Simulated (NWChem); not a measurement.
System: 1,1,1-trifluoroethane (C2H3F3); SMILES CC(F)(F)F

Program: NWChem. Medium grid unless said otherwise, to which SCAN and Minnesota functionals are sensitive. All runs use the structure optimised with PBE0/def2-SVP. Total energies of different functionals are on different scales.

| level | energy (Ha) | highest occupied level (eV) | orbital gap (eV) | dipole (D) |
|---|---|---|---|---|
| LDA (Slater exchange, VWN5)/def2-TZVPD | -375.1312 | -9.35 | 9.06 | 2.23 |
| PBE/def2-TZVPD | -377.3499 | -9.15 | 8.86 | 2.15 |
| BLYP/def2-TZVPD | -377.6730 | -9.11 | 8.76 | 2.18 |
| TPSS/def2-TZVPD | -377.7639 | -9.24 | 9.11 | 2.18 |
| r2SCAN/def2-TZVPD | -377.5682 | -9.54 | 10.08 | 2.21 |
| B3LYP/def2-TZVPD | -377.7359 | -10.71 | 10.70 | 2.28 |
| PBE0/def2-TZVPD | -377.3580 | -10.93 | 11.23 | 2.26 |
| M06-2X/def2-TZVPD | -377.5974 | -12.63 | 12.95 | 2.34 |
| CAM-B3LYP/def2-TZVPD | -377.6295 | (withheld) | (withheld) | 2.33 |
| Hartree-Fock/def2-TZVPD | -375.9874 | -15.37 | 17.16 | 2.48 |

### Question
What belongs in the gaps?

### Answer

- CAM-B3LYP/def2-TZVPD, highest occupied level (eV): -12.50
- CAM-B3LYP/def2-TZVPD, orbital gap (eV): 13.27
